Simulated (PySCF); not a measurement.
Geometry:
```csv
atom,x (Å),y (Å),z (Å)
B1,-0.942,1.064,-0.142
N2,0.464,1.180,-0.228
C3,1.115,-0.101,-0.036
C4,-0.049,-1.103,0.184
N5,-1.248,-0.293,0.106
H6,-1.738,1.963,-0.260
H7,1.019,2.005,-0.388
H8,1.798,-0.093,0.833
H9,1.724,-0.392,-0.912
H10,0.047,-1.609,1.163
H11,-0.035,-1.898,-0.584
H12,-2.152,-0.725,0.212
```

All values are calculated (PySCF 2.14.0 with density-fitted response routines): PBE0-D3(BJ)/def2-SVP structure, shieldings: GIAO KT2/pcSseg-2. Single conformer, isolated molecule, fast rotation and ring inversion assumed for equivalent nuclei, non-relativistic.

Shifts are taken against calculated references (same method and geometry level): TMS for $^{13}$C (σ = 182.28 ppm) and $^{1}$H (σ = 31.18 ppm); BF3·OEt2 for $^{11}$B (σ = 98.29 ppm); $^{15}$N (σ = 260.12 ppm) vs NH3.

| atoms | nucleus | count | δ (ppm) |
| --- | --- | --- | --- |
| H8/H9/H10/H11 | $^{1}$H | 4 | ? |
| B1 | $^{11}$B | 1 | 20.4 |
| N2/N5 | $^{15}$N | 2 | ? |
| H6 | $^{1}$H | 1 | 4.13 |
| H7/H12 | $^{1}$H | 2 | 2.49 |
| C3/C4 | $^{13}$C | 2 | 48.4 |

Q: Complete the table.

A: 
- H8/H9/H10/H11: 3.73 ppm, hydrogen on an sp3 CH2 bonded to N; its carbon carries N, an electronegative neighbour
- N2/N5: 81.0 ppm, nitrogen bonded to C, B, H, in a 5-membered ring

Exchangeable OH/NH protons stand at their gas-phase positions; hydrogen bonding in a real sample shifts them, mostly to higher δ. Hydrogens on boron are broadened and split by $^{11}$B (spin 3/2, 80 %) and 10B (spin 3). Shifts are as computed. Against solution values, carbons near 30 ppm lie about +3 ppm off and those near 130 ppm about -1 ppm. Of 1211 compounds with measured shifts, 218 miss one by over three times the rms of a fit or turn the order of signals round; such compounds aren't used in these exercises. Experimental scales use liquid or dissolved standards, which lie at an offset from isolated NH3 (liquid NH3: subtract about 20 ppm).
